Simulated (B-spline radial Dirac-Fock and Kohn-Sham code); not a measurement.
Magnetic form factor of the 3d shell of Fe³⁺

System: the Fe³⁺ ion, [Ar] 3d5, inside a Watson sphere of charge -3 and radius 1.8 Å (a model of the Madelung potential; inside it an electron's potential energy is raised by 24.0 eV).

Calculated with a radial B-spline solver, using Dirac-Fock densities. ⟨j_K⟩ is the integral of the 3d radial density with the spherical Bessel function j_K(4πsr), s = sin θ/λ.

| s (Å⁻¹) | ⟨j0⟩ | ⟨j2⟩ | ⟨j4⟩ |
| --- | --- | --- | --- |
| 0 | 1.0000 | 0.0000 | 0.0000 |
| 0.04 | 0.9861 | 0.0056 | 0.0000 |
| 0.05 | 0.9783 | 0.0086 | 0.0000 |
| 0.07 | 0.9581 | 0.0166 | 0.0001 |
| 0.09 | 0.9320 | 0.0267 | 0.0004 |
| 0.11 | 0.9006 | 0.0386 | 0.0008 |
| 0.14 | 0.8453 | 0.0590 | 0.0021 |
| 0.18 | 0.7606 | 0.0886 | 0.0050 |
| 0.23 | 0.6462 | 0.1249 | 0.0113 |
| 0.3 | 0.4887 | 0.1662 | 0.0246 |
| 0.39 | 0.3166 | 0.1948 | 0.0461 |
| 0.49 | 0.1787 | 0.1970 | 0.0688 |
| 0.63 | 0.0661 | 0.1696 | 0.0892 |
| 0.81 | 0.0052 | 0.1204 | 0.0945 |
| 1.04 | -0.0138 | 0.0689 | 0.0814 |
| 1.34 | -0.0117 | 0.0303 | 0.0564 |

Radial moments of the shell: ⟨r²⟩ = 1.193, ⟨r⁴⟩ = 3.091, ⟨r⁶⟩ = 14.60 in powers of bohr.
